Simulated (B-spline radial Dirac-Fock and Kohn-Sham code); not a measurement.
# Tb¹²⁺: scattering cross sections and density moments

System: Tb¹²⁺, [Kr] 4d10 4f5 5s2.

Level of theory: Dirac-Fock orbitals of the configuration average with a finite nucleus; a radial atomic solver.

| Property | Result |
| --- | --- |
| Sum of ⟨r⟩ | 20.85 bohr |
| Sum of ⟨r²⟩ | 13.63 bohr² |
| Sum of ⟨1/r⟩ | 435.03 per bohr |
| Langevin diamagnetic susceptibility | -10.8 × 10⁻⁶ cm³/mol |
| Lamb shielding (α²/3)Σ⟨1/r⟩ | 7722 ppm |

Coherent scattering is the Thomson cross section weighted by f₀², without anomalous dispersion; incoherent scattering is Klein-Nishina weighted by S. The Lamb formula is the non-relativistic shielding expression. Electron correlation is left out.

| hν (keV) | coherent (b) | incoherent (b) | incoherent per electron (b) |
| --- | --- | --- | --- |
| 2 | 1781 | 0.8319 | 0.0157 |
| 5 | 1439 | 3.588 | 0.0677 |
| 17.4793 | 499.2 | 12.90 | 0.243 |
| 30 | 254.5 | 17.65 | 0.333 |
| 50 | 118.3 | 20.79 | 0.392 |
| 100 | 38.11 | 22.06 | 0.416 |
| 200 | 11.08 | 19.99 | 0.377 |
| 1000 | 0.5094 | 11.09 | 0.209 |

Incoherent scattering overtakes coherent scattering between 100 and 200 keV.

Values without a named source are computed, but for edge energies of neutral atoms, which are taken from tables.
